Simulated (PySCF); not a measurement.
A single-point calculation

[BiS2]− (singlet). PySCF 2.14.0, RKS B3LYP, Bi def2-SVP with ECP60, S def2-SVP; non-relativistic Hamiltonian with scalar-relativistic core potentials where named; density fitting; no spin-orbit coupling. Purpose: singlet excitations, Tamm-Dancoff B3LYP.

```python
mol = gto.M(atom='''
Bi     0.00000     0.00000    -0.49542
S      2.01572    -0.00000     0.84140
S     -2.01572     0.00000     0.84140''',
    basis={'Bi': 'def2-SVP', 'S': 'def2-SVP'},
    ecp={'Bi': 'def2-SVP'},
    charge=-1, spin=0)
mf = dft.RKS(mol, xc='B3LYP')
mf.grids.atom_grid = (50, 194)
mf = mf.density_fit()  # fitting sets: Bi def2-universal-JKFIT, S def2-universal-JKFIT
mf.conv_tol = 1e-08; mf.max_cycle = 55
mf.kernel(dm0)  # dm0: converged density of the relaxed state
td = mf.TDA(); td.nstates = 8; td.kernel()
```

Run from Python with OMP_NUM_THREADS=2; the lines above give its settings. Where DIIS fails, smearing, a level shift and second-order steps follow.
It took 2.6 s on 2 threads of AMD EPYC 9R45 96-Core Processor (Zen 5) (shared host), from an already converged density.

Problem. Where do the frontier levels lie, over both spins?

Solution. HOMO -0.67 eV, LUMO 1.93 eV. 

Problem. What does the SCF print?

Solution. 
```
init E= -1010.9696552298
cycle= 1 E= -1010.97018238839  delta_E= -0.000527  |g|= 0.0417  |ddm|= 0.185
cycle= 2 E= -1010.96738941103  delta_E= 0.00279  |g|= 0.0934  |ddm|= 0.189
cycle= 3 E= -1010.97081437138  delta_E= -0.00342  |g|= 0.00691  |ddm|= 0.138
cycle= 4 E= -1010.97083041752  delta_E= -1.6e-05  |g|= 0.000581  |ddm|= 0.0123
...
cycle= 7 E= -1010.97083055941  delta_E= -4.56e-08  |g|= 3.58e-05  |ddm|= 0.000556
cycle= 8 E= -1010.97083055995  delta_E= -5.4e-10  |g|= 7.07e-06  |ddm|= 6.51e-05
Extra cycle  E= -1010.9708305599  delta_E= 5.41e-11  |g|= 1.38e-05  |ddm|= 3.22e-05
converged SCF energy = -1010.9708305599
```

Problem. What are the Mulliken charges and spins?

Solution. 
| atom | charge (e) | spin (e) |
| --- | --- | --- |
| Bi1 | 0.201 | 0.000 |
| S2 | -0.600 | 0.000 |
| S3 | -0.600 | 0.000 |

Problem. Which singlet excitations follow (Tamm-Dancoff, 8 states)?

Solution. 
```json
{"state": "1", "eV": "1.62", "oscillator strength": "0.0006"}
{"state": "2", "eV": "1.66", "oscillator strength": "0.0000"}
{"state": "3", "eV": "2.92", "oscillator strength": "0.0525"}
{"state": "4", "eV": "3.50", "oscillator strength": "0.0022"}
{"state": "5", "eV": "3.90", "oscillator strength": "0.0014"}
{"state": "6", "eV": "4.06", "oscillator strength": "0.0000"}
{"state": "7", "eV": "4.14", "oscillator strength": "0.0000"}
{"state": "8", "eV": "4.21", "oscillator strength": "0.0334"}
```
For an anion in a basis without diffuse functions, states above the detachment energy aren't bound: they are resonances at best, or continuum confined by the basis.
Functionals without range separation put charge-transfer states too low; the basis has no diffuse functions.

The geometry was relaxed with r2SCAN (Bi def2-SVP with ECP60, S def2-SVP).
